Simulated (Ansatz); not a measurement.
H3NSi (SMILES N[SiH]) moved off its minimum; all values from Ansatz (a program for electronic structure), cores frozen in correlated methods.
(charge 0, multiplicity 1)
```xyz
5

Si    -0.26778     0.46722     0.73729
H     -0.52535     1.45644    -0.58986
N      0.48885    -0.68200    -0.62334
H      0.45081    -0.57325    -1.64646
H      0.88528    -1.68734    -0.31380
```

Forces at wB97M-V/def2-TZVPP (eV/Å):

```tsv
atom	Fx	Fy	Fz
Si1	1.319	-1.131	-4.687
H2	-0.034	-0.584	1.638
N3	-0.040	-1.512	3.212
H4	0.035	-0.013	1.055
H5	-1.280	3.240	-1.219
```

**Question.** Give the forces (eV/Å), the total energy and the dipole at CCSD(T)/aug-cc-pV(T+d)Z.

**Answer.** 
```json
[
 {"atom": "Si1", "Fx": "1.230", "Fy": "-1.022", "Fz": "-4.465"},
 {"atom": "H2", "Fx": "-0.041", "Fy": "-0.551", "Fz": "1.587"},
 {"atom": "N3", "Fx": "0.016", "Fy": "-1.539", "Fz": "3.137"},
 {"atom": "H4", "Fx": "0.021", "Fy": "0.015", "Fz": "0.908"},
 {"atom": "H5", "Fx": "-1.226", "Fy": "3.098", "Fz": "-1.167"}
]
```
Energy -345.4863 hartree, dipole 0.93 D.
